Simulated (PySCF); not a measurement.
## Spin states and ions at one geometry of TlF

PySCF 2.14.0, RKS PBE0, Tl def2-SVP with ECP60, F def2-SVP; non-relativistic Hamiltonian with scalar-relativistic core potentials where named; density fitting; no spin-orbit coupling; singlets restricted, open shells unrestricted. The geometry is relaxed for charge 0, singlet, vacuum:

```xyz
2

Tl    0.0000    0.0000   -0.1332
F     0.0000    0.0000    1.9613
```

Energies count from the relaxed state; an electron taken off or put on is at rest in vacuum. Charges and spins are Mulliken's.

**Question.** Order these states by energy, lowest first.
A. charge -1, doublet, vacuum
B. charge +1, doublet, vacuum
C. charge 0, singlet, vacuum
D. charge 0, triplet, vacuum

**Answer.** C (0.00 eV), A (0.36 eV), D (4.36 eV), B (10.12 eV).

**Question.** How do charge and spin on the first atom follow?

**Answer.** 
| state | spin squared | charge on Tl1 (e) | spin on Tl1 (e) | dipole about the centre of mass (D) |
| --- | --- | --- | --- | --- |
| charge 0, singlet, vacuum | 0.00 | 0.50 | 0.00 | 3.66 |
| charge 0, triplet, vacuum | 2.01 | 0.26 | 1.50 | 2.14 |
| charge +1, doublet, vacuum | 0.76 | 1.13 | 0.37 | 2.14 |
| charge -1, doublet, vacuum | 0.75 | -0.44 | 0.97 | 2.67 |

With an electron taken off (doublet) the charges change, summed by element, by Tl +0.63 e, F +0.37 e. The vertical ionisation energy is 10.12 eV, against −ε(HOMO) = 7.59 eV of the relaxed state. The level lies 2.5 eV too high, as is usual for semilocal functionals and global hybrids, which keep a self-interaction error.

With an electron put on (doublet) the charges change, summed by element, by Tl -0.94 e, F -0.06 e. The vertical electron affinity is -0.36 eV, against −ε(LUMO) = 1.40 eV of the relaxed state. The basis has no diffuse functions, which an added electron needs. The added electron's level lies above zero.

Open shells may have lower solutions than those found.
